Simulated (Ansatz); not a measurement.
Ansatz (a program for electronic structure) input (CAM-B3LYP/def2-TZVPD):

Ansatz 0.2 input:
```yaml
crystal:
  periodic: [false, false, false]
  atoms:
    - {symbol: Nb, position_ang: [0.09653391, 0.17028251, 0.10471383]}
    - {symbol: O, position_ang: [1.33680250, -0.58549825, -0.83735844]}
    - {symbol: O, position_ang: [-0.73449443, -1.14642288, 1.24369919]}
    - {symbol: O, position_ang: [-1.09704438, 0.85922325, -0.94299911]}
basis:
  gaussian:
    orbitals: def2-TZVPD
hamiltonian:
  xc: {name: CAM-B3LYP}
magnetization: {spin_polarized: true, initial_magnetization: 1}
output: {forces: true}
```

Output:

```
Functional definition: CAM-B3LYP
integrals: 0.08 GiB planned
907 factors; their error is unknown
integrals: 0.12 GiB planned
245 factors; integrals over basis functions are off by at most 2.8e-5 eV
mean field: 0.96 GiB planned
mean field evaluation 1: about -7672.3099 eV, gradient 7.4e1 eV
mean field evaluation 2: about -7425.2323 eV, gradient 2.5e2 eV
mean field evaluation 4: about -7690.2454 eV, gradient 2.1e1 eV
mean field evaluation 8: about -7691.8003 eV, gradient 1.2e-1 eV
mean field evaluation 16: about -7691.8325 eV, gradient 2.0e-3 eV
mean field evaluation 32: about -7691.5655 eV, gradient 5.3e0 eV
mean field -7691.83253492 eV, -282.6696319471 hartree, gradient 1.8e-5 eV, S^2 0.760373; 2 other end points of the search recorded, 0 dependent functions left out
the calculation of the forces begins
reference -7691.83266349 eV, -282.6696366720 hartree; 19, 18 occupied and 141, 142 virtual orbitals, 907 factors
Total energy: -7691.83266349 eV, -282.6696366720 hartree
Atom 0 at     0.096534     0.170283     0.104714 Å, force     0.002333    -0.078632    -1.129103 eV/Å
Atom 1 at     1.336802    -0.585498    -0.837358 Å, force    -0.517983     0.388742     0.475094 eV/Å
Atom 2 at    -0.734494    -1.146423     1.243699 Å, force    -0.041682    -0.060551     0.132240 eV/Å
Atom 3 at    -1.097044     0.859223    -0.942999 Å, force     0.557332    -0.249560     0.521768 eV/Å
Dipole moment:     0.366821     0.678426     0.826851 e Å
```

The spin state was set by rule; other spins were not relaxed.
